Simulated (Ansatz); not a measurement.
Na₆Cu⁻, relaxed as a singlet with RKS B3LYP-D4/def2-SVPD in Ansatz, starting from the GFN1-xTB geometry. Force threshold 0.02 eV/Å.

The restricted singlet is unstable towards broken spin symmetry in Hartree–Fock (as tested in another run); at B3LYP-D4/def2-SVPD this wasn't settled. The relaxation made no stability test and no search for a lower SCF solution. No other spin state of charge -1 was run. The structure comes from a short search, and lower isomers may exist.

Start:

```xyz
7

Cu   -0.4240   -1.5488   -1.2324
Na    0.5576    2.4328   -0.4928
Na    1.9828   -0.5348    1.0017
Na   -2.1526    0.6226   -0.7715
Na    1.6867   -0.0022   -2.1537
Na   -0.7346    1.0546    2.1905
Na   -0.9158   -2.0241    1.4583
```

```tsv
step	energy (eV)	largest force component (eV/Å)	SCF passes
1	-71128.3490	0.328	47
2	-71128.5169	0.545	23
3	-71128.5200	0.153	26
4	-71128.5524	0.137	25
5 (rejected)	-71128.5099	0.152	29
6	-71128.5756	0.111	25
7	-71128.5955	0.062	26
8 (rejected)	-71128.5372	0.051	27
9 (rejected)	-71128.5737	2.660	24
10	-71128.6004	0.066	23
11	-71128.6088	0.063	24
14 (rejected)	-71128.5801	0.813	33
17	-71128.6500	0.061	27
20	-71128.6571	0.061	27
23	-71128.6649	0.269	28
26 (rejected)	-71128.6670	0.461	27
29	-71128.6716	0.039	27
32	-71128.6736	0.036	27
35	-71128.6798	0.042	32
38	-71128.6818	0.028	28
41	-71128.6888	0.050	28
44	-71128.6950	0.006	29
46	-71128.6951	0.004	23
```

Force components are those of the run's own axes.

End:

Cartesian coordinates in Å:
```
Cu -0.002 -0.005 0.012
Na 0.756 2.534 -0.615
Na 2.402 -0.377 1.223
Na -2.372 0.400 -1.263
Na 1.049 -0.902 -2.335
Na -1.102 0.893 2.328
Na -0.732 -2.543 0.650
```

Bonds formed: Cu1–Na2, Cu1–Na6, Na5–Na7 (atoms count from 1). Metal–metal contacts that move far: Cu1–Na3 3.44 to 2.72 Å, Na2–Na5 3.16 to 3.85 Å, Na6–Na7 3.17 to 3.84 Å, Na3–Na5 3.21 to 3.84 Å, Na2–Na4 3.27 to 3.84 Å, Na2–Na6 3.28 to 3.85 Å.

The force fell under the threshold at step 36, but the optimiser went on and released 0.014 eV more. No frequencies were taken in this run, so the end may be a saddle point.

Hardware: 4 threads of AMD EPYC 7B13 on a shared host. Wall time 2.3 min.
